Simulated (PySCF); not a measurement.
Computed shifts of a molecule C5H5Cl, B3LYP/pcSseg-1 in PySCF, GIAO, gas phase, atoms alike by connectivity averaged where their shifts nearly agree, in ppm (number of nuclei): ¹³C: 227.6 (1), 143.6 (1), 129.9 (1), 112.1 (1), 104.1 (1). ¹H: 6.58 (1), 6.55 (1), 6.54 (1), 5.80 (1), 5.70 (1). References: ¹³C against TMS (σ = 181.3 ppm); ³⁵Cl against HCl (σ = 933.3 ppm); ¹H against TMS (σ = 31.68 ppm), references at their B3LYP-D3(BJ)/def2-TZVP geometries, non-relativistic (without spin–orbit terms, shifts of atoms bonded to Cl or Br come out too high). Geometry: PBE0-D3(BJ)/def2-SVP. One conformer was computed; it need not be the lowest.

### Question
Which molecule gave these data?
A) C#C/C(Cl)=C\C
B) C=CC=C=CCl
C) ClC1=CC=CC1
D) C=C(Cl)C#CC

### Answer
B, C=CC=C=CCl
